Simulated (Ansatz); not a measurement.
Reaction: SiH4S (sulfanylsilane, SMILES [SiH3]S) → SiH3S (SMILES [SiH2]S, doublet) + H (doublet) (the H-Si bond breaks)
Each species at its own B3LYP-D3(BJ)/def2-TZVP minimum (Ansatz, a program for electronic structure).

Total energies in hartree (Ansatz). Radicals and triplets start from unrestricted determinants; spin-orbit coupling is neglected. Cores are frozen in correlated methods. No relativity. For partners of very few electrons the exact lower level stands in for a higher one.

```csv
species,HF/cc-pV(T+d)Z,CCSD(T)/cc-pV(T+d)Z,HF/cc-pV(Q+d)Z,CCSD(T)/cc-pV(Q+d)Z,CCSDT(Q)/cc-pV(T+d)Z
1: SiH4S (SMILES [SiH3]S),-688.85116,-689.21701,-688.85856,-689.24800,-689.21883
"2: SiH3S (SMILES S[SiH2], doublet)",-688.23137,-688.56829,-688.23837,-688.59752,-688.57032
3: H (doublet),-0.49981,-0.49981,-0.49995,-0.49995,-0.49981
```

Question: Work out the bond dissociation energy (electronic) in kcal/mol: take Hartree-Fock from cc-pV(Q+d)Z, extrapolate the CCSD(T) correlation energy as X^-3 (X = 3, 4), and add CCSDT(Q) - CCSD(T) in cc-pV(T+d)Z. 1 hartree = 627.51 kcal/mol.

Answer: 
Species 1: correlation (64·(-0.38944) - 27·(-0.36585))/37 = -0.40665; step -0.00182; E1 = -688.85856 + (-0.40665) + (-0.00182) = -689.26703
Species 2: correlation (64·(-0.35915) - 27·(-0.33692))/37 = -0.37537; step -0.00203; E2 = -688.23837 + (-0.37537) + (-0.00203) = -688.61577
Species 3: correlation (64·(0.00000) - 27·(0.00000))/37 = 0.00000; step +0.00000; E3 = -0.49995 + (0.00000) + (+0.00000) = -0.49995
-1·E1 +1·E2 +1·E3 = 0.15131 hartree = 94.9 kcal/mol.
